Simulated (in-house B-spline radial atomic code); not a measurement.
RPA and G0W0 for Al⁺, [Ne] 3s2, as one setting changes: the highest l of the empty states. Start: PBE0. A dash marks a level of low quasi-particle weight. Computed with an all-electron radial atomic-structure program (B-spline basis): all electrons, non-relativistic, point nucleus, each spin shell either full or empty, empty states to the listed l with an (l + 1/2)⁻⁴ tail; G0W0 by contour deformation at full frequency.

```tsv
highest l of the empty states	RPA summed (Eh)	RPA extrapolated (Eh)	G0W0 level (eV)
3	-0.61942	-0.68071	3s -18.980
4	-0.65321	-0.68945	3s -18.979
5	-0.66667	-0.68542	3s -18.978
6	-0.67304	-0.68398	3s -18.978
7	?	?	?
8	-0.67839	-0.68303	3s -18.978
9	-0.67959	-0.68283	3s -18.978
10	?	?	?
11	-0.68088	-0.68262	3s -18.978
```

Problem. What belongs in the row for 10?

Solution. RPA summed (Eh): -0.68036; RPA extrapolated (Eh): -0.6827; G0W0 level (eV): 3s -18.978.

Problem. What belongs in the row for 7?

Solution. RPA summed (Eh): -0.67643; RPA extrapolated (Eh): -0.68335; G0W0 level (eV): 3s -18.978.
